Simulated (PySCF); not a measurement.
## BI₃: breathing scan

All numbers come from PySCF, r2SCAN, basis B def2-TZVP, I def2-TZVP with ECP28 (scalar-relativistic core potentials, no spin–orbit coupling, density fitting).

Rigid scan from the singlet minimum (B–I 2.120 Å (×3); I–B–I 120.0° (×3)). Coordinate: all bonds to the central atom scaled together. Energies in kJ/mol from the minimum.

| scale of all bonds to the centre | E (kJ/mol) |
| --- | --- |
| 0.88 | 238.7 |
| 0.92 | 92.9 |
| 0.96 | 20.4 |
| 1.00 | 0.0 |
| 1.04 | 16.0 |
| 1.08 | 56.8 |
| 1.14 | 145.9 |
| 1.22 | 287.3 |
| 1.35 | 511.5 |

At long bonds a restricted determinant can lie too high, and another spin state can fall below this curve.

Other isomers or separated fragments may lie lower.
